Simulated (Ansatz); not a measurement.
Mulliken charges of `BO[Si](F)(F)Br` from ωB97M-V/def2-TZVPP in Ansatz (PBE0-D4/def2-TZVP geometry).

```
atom   x (Å)   y (Å)   z (Å)  charge (e)
  B1  -0.482  -1.527   0.264       0.026
  O2   0.316  -0.452   0.476      -0.280
 Si3   0.500   1.056  -0.068       0.801
  F4   0.365   2.036   1.151      -0.264
  F5   1.956   1.196  -0.639      -0.264
 Br6  -0.938   1.603  -1.604      -0.134
  H7  -0.266  -2.505   0.915       0.054
  H8  -1.360  -1.465  -0.549       0.060
```

Question: By hand: the dipole of these point charges (1 e Å = 4.8032 D).

Answer: Σ q r = (-0.284, -0.359, -0.085) e Å, of length 0.466 e Å = 2.24 D.

Question: How does the dipole of the full density compare? (Best estimate.)

Answer: Ansatz gave: (-0.155, -0.134, -0.076) e Å, 1.05 D; the point charges give 2.13 times that, at 14° from its direction.

Point charges leave out the atoms' own dipoles, such as those of lone pairs, and Mulliken's split depends on the basis, so the two needn't agree.
